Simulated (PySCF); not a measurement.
## Hf⁺ (hafnium, charge +1): BP86 calculation

Configuration: [Xe] 4f14 5d1 6s2, 2D determinant. Computed with PySCF 2.14 in aug-cc-pVDZ-PP with ECP60MDF (5s5p4d2f, 54 functions), with scalar relativity through the core potential.

| Quantity | Value |
| --- | --- |
| Total energy | -48.2643 hartree |
| One-electron energy | -76.2245 hartree |
| Hartree (Coulomb) energy | 33.6538 hartree |
| Exchange-correlation energy | -5.6936 hartree |
| ⟨S²⟩ | 1.3727 |
| ⟨L²⟩ | 8.430 |
| Sum of ⟨r⟩ | 18.78 bohr |
| Sum of ⟨r²⟩ | 41.98 bohr² |
| Traceless quadrupole moment −½Σ⟨3z² − r²⟩ along its main axis | -0.118 e·bohr² |
| Time after the integrals | 1 s of wall time on 1 thread of Neoverse-V2 (shared host) |

| shell | electrons | mean orbital energy (hartree) | spread (hartree) | rms radius, mean of both spins (bohr) |
| --- | --- | --- | --- | --- |
| 5s α | 1 | -2.72667 | 0 | 1.22 |
| 5s β | 1 | -2.71526 | 0 | 1.22 |
| 5p α | 3 | -1.60008 | 0.00199 | 1.44 |
| 5p β | 3 | -1.58457 | 0.02659 | 1.44 |
| 6s α | 1 | -0.43477 | 0 | 3.21 |
| 6s β | 1 | -0.42703 | 0 | 3.21 |
| 5d α | 1 | -0.40812 | 0 | 2.43 |

⟨L²⟩ = 8.43 against 6 for a pure D term, so this real determinant mixes terms. Energies and moments cover only the electrons outside the core potential. Spin-orbit coupling, absent here, splits the open shell strongly. ⟨S²⟩ = 1.37 against 0.75 shows spin contamination. The s, p, d and f populations moved away from the nominal configuration during the SCF.
